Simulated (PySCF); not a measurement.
Species: C₄H₅F₃Ge.
Bonds: C1–C2, C2–C3 (triple), C3–Ge4, Ge4–C5, C5–F6, C5–F7, C5–F8. Hydrogens: H9, H10, H11 on C1; H12, H13 on Ge4.

Vertical excitations from PySCF (density fitting, frozen core in the response, grid level 2 and gas phase unless stated; continuum runs use non-equilibrium linear response for the excitations) on a GFN2-xTB geometry. Reference run:

| settings | S1, eV (f) | S2, eV (f) | S3, eV (f) | S4, eV (f) | S5, eV (f) | S6, eV (f) | T1, eV (Tamm–Dancoff) | mean α (au) |
| --- | --- | --- | --- | --- | --- | --- | --- | --- |
| CAM-B3LYP/def2-SVPD, full TDDFT, 8 singlets | 6.03 (0.000) | 6.31 (0.005) | 6.37 (0.001) | 7.34 (0.003) | 7.37 (0.004) | 8.04 (0.393) | 5.08 | 79.5 |

Task: What do these settings give: (1) PBE0/3-21G, IEF-PCM methanol, fitting basis def2-qzvpp-jkfit, full TDDFT, 12 singlets; (2) revPBE/def2-SVPD, grid level 1, TDA, 12 singlets?

Result: 
```tsv
settings	S1, eV (f)	S2, eV (f)	S3, eV (f)	S4, eV (f)	S5, eV (f)	S6, eV (f)	T1, eV (Tamm–Dancoff)	mean α (au)
PBE0/3-21G, IEF-PCM methanol, fitting basis def2-qzvpp-jkfit, full TDDFT, 12 singlets	6.33 (0.001)	6.67 (0.026)	6.77 (0.002)	8.11 (0.396)	8.28 (0.001)	8.36 (0.401)	5.25	72.6
revPBE/def2-SVPD, grid level 1, TDA, 12 singlets	5.84 (0.000)	6.05 (0.016)	6.15 (0.001)	6.45 (0.000)	6.46 (0.000)	6.83 (0.017)	–	83.9
```

(1) S1 moves by +0.30 eV; functional, basis and environment change together, so the shift can't be laid on one. (2) S1 moves by -0.19 eV; functional and response scheme change together, so the shift can't be laid on one. States are counted by energy in each run and needn't keep their character from row to row.

Task: Give the leading configurations of S1 (H = HOMO, L = LUMO) and the HOMO–LUMO gap of each run.

Result: 
```csv
settings,S1 configurations (weight),S1 (eV),orbital gap (eV),S1 − gap (eV)
"CAM-B3LYP/def2-SVPD, full TDDFT, 8 singlets","H−1→L 0.68, H→L+2 0.10",6.03,10.16,-4.13
"PBE0/3-21G, IEF-PCM methanol, fitting basis def2-qzvpp-jkfit, full TDDFT, 12 singlets","H−1→L 0.87, H→L+1 0.09",6.33,8.12,-1.79
"revPBE/def2-SVPD, grid level 1, TDA, 12 singlets",H−1→L 0.95,5.84,5.76,+0.08
```

Where S1 or the frontier orbitals are degenerate, the weights hang on an arbitrary mixing within the set.

The species at its GFN2-xTB geometry. Relativistic effects, spin–orbit coupling among them, are left out although an element past zinc is present.

The values belong to the conformer `[CH3:1][C:2]#[C:3][GeH2:4][C:5]([F:6])([F:7])[F:8]`: C3–Ge4–C5–F6 180°.
